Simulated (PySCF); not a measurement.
A GIAO shielding run with PySCF 2.14 (density fitting, non-relativistic, gas phase) on `C[C@@H]1CCN([Si@@H](C)P)C1`, C6H16NPSi:

```
$ OMP_NUM_THREADS=1 python probes_run.py task.json out

{"job": {"kind": "nmr", "xc": "PBE0", "basis": "pcSseg-1"}, "charge": 0, "multiplicity": 1}
C     -3.080689     0.193318    -0.864277
C     -1.972551     0.122644     0.168071
C     -1.433974     1.470622     0.643362
C     -0.113794     1.099249     1.309440
N      0.347709    -0.073828     0.570175
Si     2.025132    -0.438171     0.340277
C      2.253449    -2.249977    -0.076931
P      2.845705     0.765507    -1.420294
C     -0.695609    -0.564425    -0.318751
H     -3.391354    -0.811095    -1.191977
H     -2.751497     0.750374    -1.756808
H     -3.970475     0.700873    -0.461323
H     -2.336188    -0.429906     1.053627
H     -1.250642     2.117696    -0.232148
H     -2.122209     2.003737     1.316361
H      0.611985     1.930908     1.273074
H     -0.269576     0.861606     2.379805
H      2.734809    -0.078465     1.607592
H      3.321796    -2.492648    -0.186255
H      1.753448    -2.498576    -1.025881
H      1.831907    -2.886410     0.716520
H      4.217273     0.527765    -1.091279
H      2.800037     2.006864    -0.712290
H     -0.783491    -1.664397    -0.281978
H     -0.510201    -0.291210    -1.379827
```

Hardware: 1 thread of an Intel Xeon 6975P-C, shared host. The job also computes population analyses, field gradients, ring-centre shieldings.

Task: How large is the calculation?

Result: 88 electrons, 247 basis functions and 1320 auxiliary functions.

Task: How long does it take, and how much memory does it need?

Result: 43 s of wall time, with 14 SCF cycles and 4 response iterations; peak memory 1.4 GiB. Times on a shared host scatter by some tens of per cent.

Task: And these other runs on the same molecule and hardware: GIAO shielding at CAM-B3LYP/pcSseg-1?

Result: CAM-B3LYP/pcSseg-1: 247 functions, 54 s.
